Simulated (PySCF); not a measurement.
Isomers of C4H11FO2Si, mass 138.051 u with the commonest isotopes. Method: PBE0/pcSseg-1 in PySCF (dipole) on a GFN2-xTB geometry, gas phase. One conformer each, none proved a minimum here; rigid rotors.

Question: Order these by out-of-plane moment Σ m c² = (Ia + Ib − Ic)/2, largest first.
A. `[CH3:1][O:2][Si@@H:3]([F:4])[O:5][CH:6]([CH3:7])[CH3:8]` with C1–O2–Si3–F4 -176°, O2–Si3–O5–C6 -174°, Si3–O5–C6–C7 -89°
B. `[CH3:1][C@H:2]([OH:3])[CH2:4][CH2:5][O:6][SiH2:7][F:8]` with C1–C2–O3–H -167°, C1–C2–C4–C5 -169°, C2–C4–C5–O6 -62°, C4–C5–O6–Si7 -168°, C5–O6–Si7–F8 -61°
C. `[CH3:1][O:2][SiH2:3][O:4][C@@H:5]([CH3:6])[CH2:7][F:8]` with C1–O2–Si3–O4 180°, O2–Si3–O4–C5 -176°, Si3–O4–C5–C6 91°, O4–C5–C7–F8 172°
D. `[CH3:1][O:2][SiH:3]([O:4][CH3:5])[C@H:6]([CH3:7])[F:8]` with C1–O2–Si3–O4 -173°, O2–Si3–O4–C5 -55°, O2–Si3–C6–C7 -178°
E. `[CH3:1][O:2][C@@H:3]([F:4])[C@@H:5]([CH3:6])[O:7][SiH3:8]` with C1–O2–C3–F4 59°, O2–C3–C5–C6 180°, C3–C5–O7–Si8 34°

Answer: A (65.18 u·Å²), E (49.80 u·Å²), B (40.08 u·Å²), C (31.55 u·Å²), D (17.25 u·Å²).

Question: Order these by dipole moment, smallest first.
A. `[CH3:1][O:2][SiH2:3][O:4][C@@H:5]([CH3:6])[CH2:7][F:8]` with C1–O2–Si3–O4 180°, O2–Si3–O4–C5 -176°, Si3–O4–C5–C6 91°, O4–C5–C7–F8 172°
B. `[CH3:1][O:2][SiH:3]([O:4][CH3:5])[C@H:6]([CH3:7])[F:8]` with C1–O2–Si3–O4 -173°, O2–Si3–O4–C5 -55°, O2–Si3–C6–C7 -178°
C. `[CH3:1][O:2][Si@@H:3]([F:4])[O:5][CH:6]([CH3:7])[CH3:8]` with C1–O2–Si3–F4 -176°, O2–Si3–O5–C6 -174°, Si3–O5–C6–C7 -89°
D. `[CH3:1][O:2][C@@H:3]([F:4])[C@@H:5]([CH3:6])[O:7][SiH3:8]` with C1–O2–C3–F4 59°, O2–C3–C5–C6 180°, C3–C5–O7–Si8 34°
E. `[CH3:1][C@H:2]([OH:3])[CH2:4][CH2:5][O:6][SiH2:7][F:8]` with C1–C2–O3–H -167°, C1–C2–C4–C5 -169°, C2–C4–C5–O6 -62°, C4–C5–O6–Si7 -168°, C5–O6–Si7–F8 -61°

Answer: B (1.44 D), A (2.31 D), E (2.58 D), C (2.94 D), D (3.06 D).

Question: Order these by rotational constant B, smallest first.
A. `[CH3:1][O:2][SiH:3]([O:4][CH3:5])[C@H:6]([CH3:7])[F:8]` with C1–O2–Si3–O4 -173°, O2–Si3–O4–C5 -55°, O2–Si3–C6–C7 -178°
B. `[CH3:1][O:2][SiH2:3][O:4][C@@H:5]([CH3:6])[CH2:7][F:8]` with C1–O2–Si3–O4 180°, O2–Si3–O4–C5 -176°, Si3–O4–C5–C6 91°, O4–C5–C7–F8 172°
C. `[CH3:1][O:2][C@@H:3]([F:4])[C@@H:5]([CH3:6])[O:7][SiH3:8]` with C1–O2–C3–F4 59°, O2–C3–C5–C6 180°, C3–C5–O7–Si8 34°
D. `[CH3:1][O:2][Si@@H:3]([F:4])[O:5][CH:6]([CH3:7])[CH3:8]` with C1–O2–Si3–F4 -176°, O2–Si3–O5–C6 -174°, Si3–O5–C6–C7 -89°
E. `[CH3:1][C@H:2]([OH:3])[CH2:4][CH2:5][O:6][SiH2:7][F:8]` with C1–C2–O3–H -167°, C1–C2–C4–C5 -169°, C2–C4–C5–O6 -62°, C4–C5–O6–Si7 -168°, C5–O6–Si7–F8 -61°

Answer: B (652.4 MHz), E (695.3 MHz), D (974.4 MHz), A (1402 MHz), C (1617 MHz).

| SMILES | point group | Ia (u·Å²) | Ib (u·Å²) | Ic (u·Å²) | κ | μa (D) | μb (D) | μc (D) |
| --- | --- | --- | --- | --- | --- | --- | --- | --- |
| CO[SiH](OC)[C@H](C)F | C1 | 272.37 | 360.48 | 598.36 | 0.10 | 1.44 | 0.04 | 0.11 |
| C[C@H](O)CCO[SiH2]F | C1 | 120.12 | 726.84 | 766.80 | -0.98 | 0.46 | 2.41 | 0.78 |
| CO[C@@H](F)[C@@H](C)O[SiH3] | C1 | 269.79 | 312.51 | 482.70 | 0.38 | 2.44 | 1.21 | 1.38 |
| CO[SiH2]O[C@@H](C)CF | C1 | 106.41 | 774.60 | 817.90 | -0.98 | 2.12 | 0.68 | 0.61 |
| CO[Si@@H](F)OC(C)C | C1 | 200.18 | 518.66 | 588.49 | -0.86 | 1.60 | 2.16 | 1.18 |
